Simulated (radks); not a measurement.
The nuclear charge of neutral palladium is varied continuously with 46 electrons held in [Kr] 4d10. Method: Dirac Kohn-Sham, PBEsol, spin-unpolarised, spherical densities, finite nucleus; Fermi nuclear charge, rms radius 4.5318 fm; computed with a radial shooting solver on a logarithmic mesh with Libxc functionals. By the Hellmann-Feynman theorem dE/dZ = E(electron-nucleus)/Z, the electronic potential at the nucleus (averaged over a nucleus of fixed radius).

Z     E (hartree)  E(electron-nucleus)/Z (hartree)   HOMO  e(HOMO) (eV)  <r> HOMO (bohr)
45.8  -4991.37057                         -264.251  4d5/2        -2.066            1.664
45.9  -5017.83633                         -265.064  4d5/2        -2.950            1.633
46    -5044.38340                         -265.877  4d5/2        -3.884            1.604
46.1  -5071.01171                         -266.689  4d5/2        -4.863            1.578
46.2  -5097.72119                         -267.500  4d5/2        -5.886            1.553
46.3  -5124.51179                         -268.311  4d5/2        -6.950            1.529
46.4  -5151.38346                         -269.122  4d5/2        -8.053            1.507
46.5  -5178.33616                         -269.932  4d5/2        -9.193            1.487
46.6  -5205.36987                         -270.742  4d5/2       -10.370            1.467
46.7  -5232.48455                         -271.552  4d5/2       -11.582            1.448
46.8  -5259.68017                         -272.361  4d5/2       -12.828            1.430
46.9  -5286.95673                         -273.170  4d5/2       -14.107            1.412
47    -5314.31420                         -273.979  4d5/2       -15.418            1.396

The central difference of E at Z = 46 is -265.877 hartree, to compare with the third column; the second derivative is -8.12 hartree.
